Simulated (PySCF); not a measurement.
GeH5Si, charge +1, multiplicity 1. Atoms are numbered in the order given.

```xyz
7

Si    -1.6221    -0.0014     0.0000
Ge     0.7889    -0.0068     0.0000
H     -2.0230    -0.6637     1.2675
H     -2.0230    -0.6637    -1.2675
H     -1.8085     1.4835     0.0000
H      1.6601     0.0413     1.2775
H      1.6601     0.0413    -1.2775
```
Charge +1, spin multiplicity 1.

Coordinates come from a PBE-D3(BJ)/def2-TZVP optimisation. The multiplicity is an assumed one; other spin states were not compared. The isomer is the one that the SMILES or the coordinates give; other isomers of the formula were not compared.

All values below come from PySCF with CAM-B3LYP/def2-TZVPD.

Estimate the frontier levels, gap, dipole moment and polarisability. (An estimate is asked for; the answer gives what the named calculation found.)


The highest occupied level comes out as -15.72 eV and the lowest empty level is -8.17 eV. The orbital gap is 7.54 eV and the dipole moment about the centre of nuclear charge is 0.09 D. The mean static polarisability is 53.8 bohr³ (7.97 Å³) and the polarisability, principal values comes out as 41.8, 50.0, 69.5 bohr³.
